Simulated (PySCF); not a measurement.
Si(F)(OH)2(OEt) (C2H7FO3Si), SMILES CCO[Si](O)(O)F. Heavy atoms are numbered as in [CH3:1][CH2:2][O:3][Si:4]([OH:5])([OH:6])[F:7]. Hydrogens are named by the atom that carries them.

Coordinates come from a B3LYP-D3(BJ)/def2-SVP optimisation. The values are those of a single conformer.

Computed with CAM-B3LYP/def2-TZVP in PySCF.

Atomic charges (e), one atom of each kind:

| atom | Mulliken | meta-Löwdin |
|---|---|---|
| C1 (CH3) | -0.33 | ___ |
| C2 (CH2) | -0.04 | ___ |
| O3 | -0.35 | -0.64 |
| Si4 | 0.85 | 1.68 |
| O5 (OH) | -0.52 | -0.75 |
| F7 | -0.33 | ___ |
| H on C1 | 0.12 | 0.11 |
| H on C2 | 0.11 | ___ |
| H on O5 | 0.33 | 0.36 |

**Question.** What belongs in the gaps? (An estimate is asked for; the answer gives what the named calculation found.)

**Answer.** 
- C1 (CH3), meta-Löwdin: -0.32
- C2 (CH2), meta-Löwdin: 0.03
- F7, meta-Löwdin: -0.52
- H on C2, meta-Löwdin: 0.10

Computed Mayer and Wiberg (Löwdin basis) orders of the bonds:
```
bond    Mayer  Wiberg
------  -----  ------
C1–C2    0.98    1.33
C2–O3    0.91    1.42
O3–Si4   1.21    1.56
Si4–O5   1.24    1.68
Si4–O6   1.24    1.68
Si4–F7   1.08    1.65
```
